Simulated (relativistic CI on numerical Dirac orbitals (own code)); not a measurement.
# The spin-orbit constant of Ar III from its measured fine structure

Problem. The ground term 3P of Ar III (3s2 3p4) has the measured levels J = 0: 1570.2, J = 1: 1112.2, J = 2: 0.0 cm⁻¹ (Saloman, J. Phys. Chem. Ref. Data 39, 033101 (2010)). Test the interval rule and estimate ζ(3p).

Working.
1. In LS coupling E(J) − E(J − 1) = AJ. The intervals give A = -458.1 (J = 1), -556.1 (J = 2) cm⁻¹.
2. These values spread by 19 % of their mean, from second-order spin-orbit mixing with other terms and from spin-spin terms.
3. The whole width divided by the sum of the upper J values gives a mean A = -523.4 cm⁻¹.
4. For the Hund term of a shell that is more than half full, A = −ζ/2S with 2S = 2, so ζ = 1047 cm⁻¹.

Check. The value calculated from Dirac-Coulomb-Breit radial functions of this configuration is ζ = 1086 cm⁻¹, 4 % above the estimate from measurement. The same recipe applied to the calculated levels returns 1032 cm⁻¹, which shows the bias of the recipe itself. Where the interval rule fails, the estimate is only rough.
